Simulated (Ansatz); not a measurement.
One change: `CB(Cl)[SeH]` becomes `BCB(C)Cl`.

Ansatz, PBE0-D4/def2-TZVP geometries, multiplicity 1. Each molecule was computed in one conformer, which needn't be the lowest.

Scalar relativity is left out up to krypton.

| property | `CB(Cl)[SeH]` |
| --- | --- |
| HOMO energy (B3LYP/def2-TZVPP) / eV | -7.34 |
| HOMO energy (PBE/def2-TZVPP) / eV | -6.47 |
| HOMO energy (ωB97M-V/def2-TZVPP) / eV | -9.70 |
| LUMO energy (PBE0/def2-TZVPP) / eV | -1.00 |
| LUMO energy (ωB97M-V/def2-TZVPP) / eV | 1.02 |
| HOMO–LUMO gap (PBE0/def2-TZVPP) / eV | 6.58 |

Task: What does the change do to each property? (An estimate is asked.)

Result: Ansatz gave: 
```csv
property,`BCB(C)Cl`,shift
HOMO energy (B3LYP/def2-TZVPP) / eV,-8.16,-0.82
HOMO energy (PBE/def2-TZVPP) / eV,-7.06,-0.59
HOMO energy (ωB97M-V/def2-TZVPP) / eV,-10.67,-0.97
LUMO energy (PBE0/def2-TZVPP) / eV,-1.85,-0.85
LUMO energy (ωB97M-V/def2-TZVPP) / eV,0.11,-0.91
HOMO–LUMO gap (PBE0/def2-TZVPP) / eV,6.54,-0.04
```

B3LYP here is the variant with VWN-RPA as its local correlation; programs differ in this.

Spin–orbit coupling is left out; it splits and shifts lone-pair levels of the heavy atoms by tenths of an eV.
